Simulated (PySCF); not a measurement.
Radial density of As+ (arsenic, charge +1)

UHF, [Ar] 3d10 4s2 4p2, high-spin 3P determinant. Computed with PySCF 2.14 in Sapporo-DKH3-DZP-2012 (6s5p3d1f, 43 functions), with scalar relativity by spin-free X2C-1e.

| r (bohr) | 4πr²ρ (e/bohr) | 4πr²(ρα − ρβ) |
| --- | --- | --- |
| 0.000878 | 0.3951 | 0.0000 |
| 0.00148 | 0.9702 | 0.0000 |
| 0.00248 | 2.337 | 0.0000 |
| 0.00418 | 5.368 | -0.0001 |
| 0.00703 | 11.61 | -0.0001 |
| 0.0118 | 22.35 | 0.0000 |
| 0.0199 | 35.22 | 0.0014 |
| 0.0334 | 40.62 | 0.0087 |
| 0.0562 | 33.94 | 0.0321 |
| 0.0946 | 38.38 | 0.0634 |
| 0.159 | 46.75 | 0.0236 |
| 0.268 | 26.32 | -0.0008 |
| 0.450 | 30.40 | 0.1373 |
| 0.757 | 18.92 | -0.0137 |
| 1.27 | 4.236 | 0.5388 |
| 2.14 | 2.054 | 1.0133 |
| 3.60 | 0.3494 | 0.2534 |
| 6.06 | 0.005347 | 0.0046 |

Densities and radii are taken from the X2C orbitals without a picture-change correction, which distorts them close to the nucleus.

Where is the radial spin density 4πr²(ρα − ρβ) most negative, and why is it negative at all?

Around r = 0.757 bohr, down to -0.0137 e/bohr: exchange with the open shell polarises the paired shells in an unrestricted calculation.
